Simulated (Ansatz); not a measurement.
System: sum formula H$_{3}$SiO$_{3}$, net charge -1, singlet state. It need not be the lowest isomer of its formula. Whether it binds its extra electron was not tested at this geometry. 
Structure (B3LYP-D3(BJ)/def2-TZVP (Ansatz, a program for electronic structure) minimum search):
SMILES: O[Si-](O)O
```xyz
7

Si     0.0113    -0.1755     0.5854
O     -0.4824     1.4707     0.3079
O     -1.0147    -1.0645    -0.4928
O      1.3686    -0.2248    -0.5539
H     -0.5471     1.6400    -0.6438
H     -0.6322    -1.0239    -1.3806
H      2.0485     0.3894    -0.2614
```
Charge -1, spin multiplicity 1.

Basis-set convergence of Hartree-Fock and MP2 correlation energies (hartree) with Ansatz. Cores are frozen in the correlated levels unless marked. No spin-orbit coupling. Non-relativistic. This anion needs diffuse functions, which these sets lack.

```tsv
basis	functions	E(HF)	E(corr, MP2)
cc-pV(D+d)Z	80	-515.37577	-0.66498
cc-pV(T+d)Z	171	-515.48590	-0.86204
cc-pV(Q+d)Z	319	-515.51452	-0.93421
cc-pV(5+d)Z	538	(withheld)	(withheld)
```

Q: Some entries are withheld; supply them.

A: 
- cc-pV(5+d)Z, E(HF): -515.52199
- cc-pV(5+d)Z, E(corr, MP2): -0.96447
